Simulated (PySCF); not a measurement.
Atoms are numbered as in `[CH3:1][NH:2][SiH:3]([F:4])[F:5]` (H(Xn): hydrogen on atom n).

Geometry: PBE0-D3(BJ)/def2-SVP; GIAO shifts from PySCF, gas phase, non-relativistic, averaged over equivalent atoms.

At B97-2/pcSseg-2 (257 basis functions, 35 s wall time on 1 thread of an Intel Xeon Platinum 8259CL, shared host):
```json
{"atoms": "C1", "δ (ppm)": "28.7"}
{"atoms": "N2", "δ (ppm)": "30.1"}
{"atoms": "Si3", "δ (ppm)": "-52.1"}
{"atoms": "F4/F5", "δ (ppm)": "-145.4"}
{"atoms": "H(Si3)", "δ (ppm)": "4.92"}
{"atoms": "H(C1)", "δ (ppm)": "2.68"}
{"atoms": "H(N2)", "δ (ppm)": "0.94"}
```

Referencing at the same level of theory: $^{13}$C (σref 183.46) and $^{29}$Si (σref 347.59) and $^{1}$H (σref 31.36) against TMS; $^{15}$N (σref 259.60) vs NH3; CFCl3 for $^{19}$F (σref 177.41).

Question: What do these become at KT2/pcSseg-2?

Answer: 
```json
{"atoms": "C1", "δ at KT2/pcSseg-2": "29.2", "change": "+0.5"}
{"atoms": "N2", "δ at KT2/pcSseg-2": "38.9", "change": "+8.8"}
{"atoms": "Si3", "δ at KT2/pcSseg-2": "-45.5", "change": "+6.6"}
{"atoms": "F4/F5", "δ at KT2/pcSseg-2": "-165.0", "change": "-19.6"}
{"atoms": "H(Si3)", "δ at KT2/pcSseg-2": "5.33", "change": "+0.41"}
{"atoms": "H(C1)", "δ at KT2/pcSseg-2": "2.81", "change": "+0.13"}
{"atoms": "H(N2)", "δ at KT2/pcSseg-2": "1.09", "change": "+0.15"}
```

δ = σ(ref) − σ, references computed at the same level: TMS for $^{13}$C (σref 182.28) and $^{29}$Si (σref 350.99) and $^{1}$H (σref 31.18); $^{15}$N (σref 260.12) vs NH3; CFCl3 for $^{19}$F (σref 136.34).

The largest change is at F4/F5 (fluorine bonded to Si). Cost: 257 basis functions, 57 s wall time on 1 thread of an Intel Xeon Platinum 8259CL, shared host.

Unscaled 19F shifts against computed CFCl3 carry errors that often reach 10 to 50 ppm. Experimental scales use liquid or dissolved standards, which lie at an offset from isolated NH3 (liquid NH3: subtract about 20 ppm).
